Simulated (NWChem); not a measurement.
# TiH4O4; SMILES [OH][Ti]([OH])([OH])[OH]

```xyz
9

Ti     0.0000     0.0000     0.0000
O      0.1439     1.4571     1.0628
H      0.7659     2.1915     0.9182
O      1.4571    -0.1439    -1.0628
H      2.1915    -0.7659    -0.9182
O     -0.1439    -1.4571     1.0628
H     -0.7659    -2.1915     0.9182
O     -1.4571     0.1439    -1.0628
H     -2.1915     0.7659    -0.9182
```
Atoms are numbered in this order, from 1.

Level: PBE-D3(BJ)/def2-SVP (NWChem), optimised geometry, unscaled harmonic frequencies. 

| frequency (cm⁻¹) | IR intensity (km/mol) |
|---|---|
| 169 | 10.2 |
| 169 | 10.2 |
| 177 | 7.7 |
| 177 | 0.0 |
| 223 | 31.7 |
| 239 | 0.0 |
| 263 | 155.6 |
| 263 | 155.6 |
| 315 | 126.4 |
| 473 | 137.2 |
| 473 | 137.2 |
| 495 | 0.0 |
| 506 | 241.6 |
| 690 | 0.0 |
| 760 | 184.7 |
| 783 | 191.9 |
| 783 | 191.9 |
| 3767 | 20.7 |
| 3768 | 259.9 |
| 3768 | 259.9 |
| 3774 | 0.0 |

```yaml
zero_point_energy: 31.5 kcal/mol
thermal correction to the enthalpy at 298.15 K (with zero-point energy): 37.7 kcal/mol
heat capacity Cv: 30.2 cal/(mol K)
entropy at 298.15 K and 1 atm (symmetry number 2): 87.1 cal/(mol K)
dipole_moment: 0.00 D
```

Rigid rotor and harmonic oscillator.
